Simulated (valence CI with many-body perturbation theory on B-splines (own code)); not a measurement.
**E1 line list for Tm36+**

Calculated by configuration interaction combined with many-body perturbation theory (CI+MBPT): five valence electrons over a frozen Dirac-Fock core [Ar] 3d10, radial functions for each j: 9 s, 9 p, 8 d, 6 f, 3 g, 1 h, with the one-electron correlation potential Σ1, the two-electron term Σ2, the three-electron term Σ3, Breit, model QED; selected CI, second order for the rest (own B-spline code, finite nucleus).

The last digits are not significant, and no measured levels were compared; by estimate large intervals hold to a few tenths of a per cent, small ones and those within an open d or f shell to about a per cent. Among the levels kept, up to 310 cm⁻¹ of a level comes from second order outside the variational space, and about a tenth of that is noise between levels of different J, which matters for small intervals.

Lines 51 to 100 of 215 in falling wavelength, among levels below 2493700 cm⁻¹, chosen from the strongest by gf and those to the six lowest levels. Wavelengths and rates use the calculated energies. Electric multipoles are in the length gauge, E1 and E2 with the static RPA response of the core. Weak lines are less certain than strong ones. Lines between different terms over intervals too small for the method are left out, as are lines whose strength nearly cancels. The highest levels of a list are the least certain.

Levels are named by their leading jj configuration (3d3/2^4 stands for four electrons in 3d with j = 3/2), which in mixed levels can hold well under half, so a name can repeat and another be missing. Letters in brackets count levels of one name in rising energy.

| λ vac (nm) | Upper | Lower | A (s⁻¹) | log gf | Branch % |
| --- | --- | --- | --- | --- | --- |
| 14.73 | (4s 4p1/2^2 4p3/2 4d3/2) J=1/2 [a] | (4s^2 4p1/2 4p3/2 4d3/2) J=3/2 [a] | 3.32e+09 | -1.67 | 14.9 |
| 14.73 | (4s 4p1/2^2 4p3/2 4d3/2) J=1/2 [b] | (4s^2 4p1/2 4p3/2 4d3/2) J=3/2 [b] | 2.32e+09 | -1.82 | 0.8 |
| 14.70 | (4s 4p1/2^2 4p3/2 4d3/2) J=1/2 [b] | (4s^2 4p1/2 4p3/2 4d3/2) J=1/2 [b] | 6.45e+09 | -1.38 | 2.1 |
| 14.54 | (4s 4p1/2^2 4p3/2 4d5/2) J=3/2 | (4s^2 4p1/2 4p3/2 4d3/2) J=1/2 [b] | 1.21e+09 | -1.82 | 1.0 |
| 14.52 | (4s 4p1/2^2 4p3/2 4d5/2) J=5/2 | (4s^2 4p1/2 4p3/2 4d3/2) J=3/2 [b] | 4.37e+08 | -2.08 | 0.3 |
| 14.45 | (4s 4p1/2^2 4p3/2 4d3/2) J=7/2 | (4s^2 4p1/2 4p3/2 4d3/2) J=5/2 [a] | 1.53e+09 | -1.42 | 11.6 |
| 14.38 | (4s 4p1/2^2 4p3/2 4d5/2) J=5/2 | (4s^2 4p1/2 4p3/2 4d3/2) J=5/2 [b] | 5.19e+08 | -2.01 | 0.3 |
| 14.15 | (4s 4p1/2^2 4p3/2^2) J=1/2 | (4s^2 4p1/2 4p3/2^2) J=1/2 | 1.96e+10 | -0.93 | 12.6 |
| 13.90 | (4s^2 4p1/2 4p3/2 4d5/2) J=3/2 [a] | (4s^2 4p3/2^3) J=3/2 | 5.10e+08 | -2.23 | 0.2 |
| 13.76 | (4s 4p1/2^2 4p3/2^2) J=3/2 | (4s^2 4p1/2 4p3/2^2) J=1/2 | 1.77e+07 | -3.70 | 0.0 |
| 13.67 | (4s 4p1/2^2 4p3/2 4d5/2) J=3/2 | (4s^2 4p1/2 4p3/2 4d5/2) J=5/2 [a] | 2.13e+10 | -0.62 | 17.4 |
| 13.62 | (4s 4p1/2^2 4p3/2 4d5/2) J=5/2 | (4s^2 4p1/2 4p3/2 4d5/2) J=5/2 [a] | 6.02e+09 | -1.00 | 3.7 |
| 13.45 | (4s^2 4p1/2 4p3/2 4d5/2) J=1/2 [a] | (4s^2 4p3/2^3) J=3/2 | 5.62e+09 | -1.52 | 1.2 |
| 13.44 | (4s 4p1/2^2 4p3/2 4d3/2) J=5/2 [b] | (4s^2 4p1/2 4p3/2 4d3/2) J=7/2 | 1.29e+10 | -0.68 | 14.5 |
| 13.25 | (4s 4p1/2^2 4p3/2 4d3/2) J=3/2 [b] | (4s^2 4p1/2 4p3/2 4d3/2) J=1/2 [a] | 2.34e+09 | -1.61 | 1.6 |
| 13.25 | (4s^2 4p1/2 4p3/2 4d5/2) J=5/2 [b] | (4s^2 4p3/2^3) J=3/2 | 4.55e+09 | -1.14 | 0.9 |
| 13.21 | (4s 4p1/2^2 4p3/2 4d3/2) J=3/2 [b] | (4s^2 4p1/2 4p3/2 4d3/2) J=5/2 [a] | 1.14e+10 | -0.92 | 8.0 |
| 13.20 | (4s 4p1/2^2 4p3/2 4d5/2) J=7/2 [b] | (4s^2 4p1/2 4p3/2 4d5/2) J=9/2 | 1.85e+10 | -0.41 | 22.2 |
| 13.19 | (4s^2 4p1/2^2 4d5/2) J=5/2 | (4s^2 4p1/2 4p3/2^2) J=5/2 | 1.68e+09 | -1.58 | 0.8 |
| 13.17 | (4s 4p1/2^2 4p3/2 4d3/2) J=3/2 [b] | (4s^2 4p1/2 4p3/2 4d3/2) J=3/2 [a] | 1.18e+09 | -1.91 | 0.8 |
| 12.99 | (4s 4p1/2^2 4p3/2 4d5/2) J=7/2 [b] | (4s^2 4p1/2 4p3/2 4d3/2) J=5/2 [b] | 1.26e+09 | -1.59 | 1.5 |
| 12.89 | (4s 4p1/2^2 4p3/2 4d5/2) J=3/2 | (4s 4p1/2 4p3/2^3) J=3/2 [a] | 7.33e+09 | -1.14 | 6.0 |
| 12.88 | (4s 4p1/2^2 4p3/2^2) J=3/2 | (4s^2 4p1/2 4p3/2^2) J=5/2 | 2.18e+10 | -0.66 | 7.0 |
| 12.85 | (4s 4p1/2^2 4p3/2 4d5/2) J=5/2 | (4s 4p1/2 4p3/2^3) J=3/2 [a] | 6.73e+09 | -1.00 | 4.1 |
| 12.77 | (4s^2 4p1/2 4p3/2 4d5/2) J=3/2 [b] | (4s^2 4p3/2^3) J=3/2 | 3.70e+09 | -1.44 | 0.8 |
| 12.72 | (4s 4p1/2^2 4p3/2 4d3/2) J=5/2 [b] | (4s^2 4p1/2 4p3/2 4d3/2) J=3/2 [a] | 1.18e+09 | -1.76 | 1.3 |
| 12.61 | (4s^2 4p1/2 4p3/2 4d5/2) J=5/2 [c] | (4s^2 4p3/2^3) J=3/2 | 3.65e+09 | -1.28 | 0.5 |
| 12.56 | (4s 4p1/2^2 4p3/2^2) J=1/2 | (4s^2 4p1/2 4p3/2^2) J=3/2 | 4.30e+06 | -4.69 | 0.0 |
| 12.54 | (4s^2 4p1/2^2 4d5/2) J=5/2 | (4s^2 4p1/2 4p3/2^2) J=3/2 | 3.07e+09 | -1.36 | 1.4 |
| 12.49 | (4s 4p1/2^2 4p3/2 4d5/2) J=7/2 [b] | (4s^2 4p1/2 4p3/2 4d5/2) J=7/2 [a] | 8.38e+09 | -0.80 | 10.1 |
| 12.25 | (4s 4p1/2^2 4p3/2^2) J=3/2 | (4s^2 4p1/2 4p3/2^2) J=3/2 | 8.17e+09 | -1.13 | 2.6 |
| 12.11 | (4s 4p1/2^2 4p3/2 4d3/2) J=1/2 [b] | (4s^2 4p1/2 4p3/2 4d3/2) J=1/2 [a] | 2.62e+09 | -1.94 | 0.9 |
| 12.07 | (4s 4p1/2 4p3/2^3) J=3/2 [b] | (4s^2 4p3/2^3) J=3/2 | 1.23e+10 | -0.97 | 2.1 |
| 12.04 | (4s 4p1/2^2 4p3/2 4d3/2) J=1/2 [b] | (4s^2 4p1/2 4p3/2 4d3/2) J=3/2 [a] | 1.52e+10 | -1.18 | 5.1 |
| 11.97 | (4s 4p1/2^2 4p3/2 4d5/2) J=3/2 | (4s^2 4p1/2 4p3/2 4d3/2) J=5/2 [a] | 1.62e+09 | -1.86 | 1.3 |
| 11.68 | (4s^2 4p1/2 4p3/2 4d5/2) J=1/2 [b] | (4s^2 4p3/2^3) J=3/2 | 7.73e+09 | -1.50 | 1.0 |
| 11.45 | (4s 4p1/2^2 4p3/2 4d5/2) J=7/2 [b] | (4s^2 4p1/2 4p3/2 4d3/2) J=7/2 | 9.16e+08 | -1.84 | 1.1 |
| 10.53 | (4s 4p1/2^2 4p3/2 4d3/2) J=5/2 [a] | (4s 4p1/2^2 4p3/2^2) J=3/2 | 2.37e+09 | -1.63 | 8.9 |
| 10.47 | (4s 4p1/2^2 4p3/2 4d3/2) J=3/2 [a] | (4s 4p1/2^2 4p3/2^2) J=3/2 | 4.41e+09 | -1.54 | 10.9 |
| 10.47 | (4s 4p1/2^2 4p3/2 4d3/2) J=1/2 [a] | (4s 4p1/2^2 4p3/2^2) J=3/2 | 5.40e+09 | -1.75 | 24.2 |
| 10.33 | (4s 4p1/2^2 4p3/2 4d3/2) J=5/2 [a] | (4s^2 4p1/2^2 4d5/2) J=5/2 | 4.50e+09 | -1.36 | 17.0 |
| 10.27 | (4s 4p1/2^2 4p3/2 4d3/2) J=3/2 [a] | (4s^2 4p1/2^2 4d5/2) J=5/2 | 3.16e+09 | -1.70 | 7.8 |
| 10.26 | (4s 4p1/2^2 4p3/2 4d3/2) J=3/2 [a] | (4s 4p1/2^2 4p3/2^2) J=1/2 | 2.92e+09 | -1.73 | 7.2 |
| 10.11 | (4s 4p1/2^2 4p3/2 4d3/2) J=7/2 | (4s^2 4p1/2^2 4d5/2) J=5/2 | 1.44e+09 | -1.75 | 10.9 |
| 9.970 | (4s^2 4p1/2 4p3/2 4d3/2) J=3/2 [a] | (4s^2 4p1/2 4p3/2^2) J=1/2 | 3.85e+08 | -2.64 | 1.4 |
| 9.923 | (4s^2 4p1/2 4p3/2 4d3/2) J=1/2 [a] | (4s^2 4p1/2 4p3/2^2) J=1/2 | 2.24e+08 | -3.18 | 3.4 |
| 9.656 | (4s 4p1/2^2 4p3/2 4d3/2) J=3/2 [b] | (4s 4p1/2^2 4p3/2^2) J=3/2 | 6.71e+09 | -1.43 | 4.7 |
| 9.499 | (4s^2 4p1/2 4p3/2 4d3/2) J=3/2 [a] | (4s^2 4p1/2 4p3/2^2) J=5/2 | 1.65e+09 | -2.05 | 6.1 |
| 9.478 | (4s^2 4p1/2 4p3/2 4d3/2) J=5/2 [a] | (4s^2 4p1/2 4p3/2^2) J=5/2 | 2.62e+09 | -1.67 | 57.1 |
| 9.412 | (4s 4p1/2^2 4p3/2 4d3/2) J=5/2 [b] | (4s 4p1/2^2 4p3/2^2) J=3/2 | 9.26e+09 | -1.13 | 10.4 |

(1) How does gf follow from A for the line at 13.90 nm?

Results:

(1) gf = 1.4992 × (2J+1)_upper × A / σ², with σ = 719493 cm⁻¹ and 2J+1 = 4: gf = 0.00591.
